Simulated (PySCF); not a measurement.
```xyz
4
charge 0 multiplicity 1, angstrom
Hf   -0.1673    0.1903    0.0000
S    -0.0141   -2.0414    0.0000
F     0.6941    0.8553   -1.5803
F     0.6941    0.8553    1.5803
```

All numbers come from PBE in PySCF with Hf def2-SVP with ECP60, S def2-SVP, F def2-SVP; scalar-relativistic core potentials, no spin–orbit coupling; density-fitted integrals.

This geometry of HfSF₂ is a stationary point at this level.

Question: What is the point group?

Answer: Cs.

Question: Is it a minimum?

Answer: Yes: all harmonic wavenumbers are real.

Question: What are the dipole moment and the gap between the highest occupied and lowest empty levels?

Answer: 5.40 D and 1.75 eV.

Question: Give the atomic charges and bond orders.

Answer: 
| atom | Mulliken | Löwdin | polar tensor | Mayer order to Hf1 |
| --- | --- | --- | --- | --- |
| Hf1 | 0.86 | 0.10 | 1.72 | – |
| S2 | -0.29 | 0.10 | -0.57 | 2.33 |
| F3,4 | -0.28 | -0.10 | -0.58 | 1.18 |

Question: What is the atomisation energy, with and without zero-point energy?

Answer: 1891 kJ/mol without, 1878 kJ/mol with.

This need not be the most stable arrangement of these atoms. With an element this heavy the missing spin–orbit coupling can shift these numbers.
